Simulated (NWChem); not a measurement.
## BF in NWChem

```xyz
2

B      0.0000     0.0000    -0.8123
F      0.0000     0.0000     0.4513
```
Charge 0, spin multiplicity 1.

The numbers come from NWChem runs, not from measurements. All single points use one geometry, from B3LYP/def2-SVP, a minimum by its harmonic frequencies.

Symmetry labels belong to the abelian group C2v used in the runs, with the axes of the coordinates shown; states degenerate in a higher group split over its labels.

The structure started from a generated list of species.

Task: List the lowest 3 singlet excitations that TD-BHandHLYP/aug-cc-pVDZ gives, with oscillator strengths.

Result: 
```tsv
state	symmetry	energy (eV)	wavelength (nm)	f
1	b1	6.20	200	0.235
2	b2	6.20	200	0.235
3	a1	7.97	156	0.115
```
